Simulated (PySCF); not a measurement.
## Indirect couplings

Molfile (atoms numbered from 1):
```
C5H3FN2O
     RDKit          3D

 12 11  0  0  0  0  0  0  0  0999 V2000
    3.1626   -1.4818   -0.2483 N   0  0  0  0  0  0  0  0  0  0  0  0
    2.0691   -1.1404   -0.2123 C   0  0  0  0  0  0  0  0  0  0  0  0
    0.7138   -0.7703   -0.1631 C   0  0  0  0  0  0  0  0  0  0  0  0
    0.3434    0.5119    0.0201 C   0  0  0  0  0  0  0  0  0  0  0  0
    1.3326    1.5317    0.1415 C   0  0  0  0  0  0  0  0  0  0  0  0
    2.1359    2.3400    0.2392 N   0  0  0  0  0  0  0  0  0  0  0  0
   -0.9271    0.9961    0.1082 O   0  0  0  0  0  0  0  0  0  0  0  0
   -1.9768    0.1066    0.1563 C   0  0  0  0  0  0  0  0  0  0  0  0
   -2.1242   -0.5573   -1.0288 F   0  0  0  0  0  0  0  0  0  0  0  0
    0.0024   -1.5729   -0.2948 H   0  0  0  0  0  0  0  0  0  0  0  0
   -2.8838    0.6978    0.3207 H   0  0  0  0  0  0  0  0  0  0  0  0
   -1.8469   -0.6621    0.9353 H   0  0  0  0  0  0  0  0  0  0  0  0
  1  2  3  0
  2  3  1  0
  3  4  2  0
  4  5  1  0
  5  6  3  0
  4  7  1  0
  7  8  1  0
  8  9  1  0
  3 10  1  0
  8 11  1  0
  8 12  1  0
M  END
```

Method: B3LYP/pcJ-1 (spin–dipole term only in couplings to heteroatoms)//GFN2-xTB, PySCF; isolated molecule, single conformer, non-relativistic. Couplings are averaged over pairs made equivalent by symmetry, fast rotation or ring inversion, so a value needn't be that of the named pair in this geometry, while other rotamers aren't included; one pair stands for each set, and the list holds those of at least 1.5 Hz over up to four bonds, among pairs with at least one F or H atom (others weren't computed). One-bond C–F couplings come out tens of Hz too large with common functionals.

Isotopes: ¹³C, ¹⁹F, ¹H, ¹⁷O, ¹⁵N. Couplings to quadrupolar nuclei such as 17O and 33S are rarely resolved in practice.

```json
{"pair": "C3, H10", "bonds": "1", "J (Hz)": "180.2"}
{"pair": "C8, F9", "bonds": "1", "J (Hz)": "-285.3"}
{"pair": "C8, H11", "bonds": "1", "J (Hz)": "?"}
{"pair": "C2, H10", "bonds": "2", "J (Hz)": "?"}
{"pair": "C4, H10", "bonds": "2", "J (Hz)": "?"}
{"pair": "O7, F9", "bonds": "2", "J (Hz)": "-26.7"}
{"pair": "O7, H11", "bonds": "2", "J (Hz)": "-11.2"}
{"pair": "F9, H11", "bonds": "2", "J (Hz)": "56.9"}
{"pair": "H11, H12", "bonds": "2", "J (Hz)": "-5.4"}
{"pair": "N1, H10", "bonds": "3", "J (Hz)": "-1.7"}
{"pair": "C4, F9", "bonds": "3", "J (Hz)": "?"}
{"pair": "C4, H11", "bonds": "3", "J (Hz)": "8.6"}
{"pair": "C5, H10", "bonds": "3", "J (Hz)": "11.6"}
{"pair": "C3, F9", "bonds": "4", "J (Hz)": "3.7"}
```

Q: Estimate the withheld couplings, with signs.

A: 
- ¹J(C8,H11) = 181.3 Hz (mean over equivalent pairs that range from 176.4 to 186.2 Hz in this conformer)
- ²J(C2,H10) = -3.1 Hz (angle at C3 116°)
- ²J(C4,H10) = -5.7 Hz (angle at C3 123°)
- ³J(C4,F9) = -3.5 Hz (dihedral angle 68°)
